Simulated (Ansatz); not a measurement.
`ClBCCl` and `[SiH3]NCBCl` differ in one atom or group.

Ansatz, PBE0-D4/def2-TZVP geometries, multiplicity 1. Each molecule was computed in one conformer, which needn't be the lowest.

```
                               property  `ClBCCl`
      LUMO energy (PBE/def2-TZVPP) / eV     -2.60
    HOMO energy (B3LYP/def2-TZVPP) / eV     -8.20
   HOMO–LUMO gap (PBE0/def2-TZVPP) / eV      6.81
HOMO–LUMO gap (ωB97M-V/def2-TZVPP) / eV     11.09
  HOMO–LUMO gap (B3LYP/def2-TZVPP) / eV      6.38
  LUMO energy (ωB97M-V/def2-TZVPP) / eV      0.40
```

Q: What does the change do to each property? (Best estimate.)

A: The calculation gave: 
```tsv
property	`[SiH3]NCBCl`	shift
LUMO energy (PBE/def2-TZVPP) / eV	-2.37	0.23
HOMO energy (B3LYP/def2-TZVPP) / eV	-6.81	1.39
HOMO–LUMO gap (PBE0/def2-TZVPP) / eV	5.66	-1.15
HOMO–LUMO gap (ωB97M-V/def2-TZVPP) / eV	10.00	-1.09
HOMO–LUMO gap (B3LYP/def2-TZVPP) / eV	5.23	-1.15
LUMO energy (ωB97M-V/def2-TZVPP) / eV	0.63	0.23
```

With PBE0 the HOMO rises by 1.40 eV and the LUMO rises by 0.25 eV, so the gap narrows by about 1.15 eV. PBE moves the HOMO by 1.41 eV and ωB97M-V by 1.32 eV.

B3LYP here is the variant with VWN-RPA as its local correlation; programs differ in this.
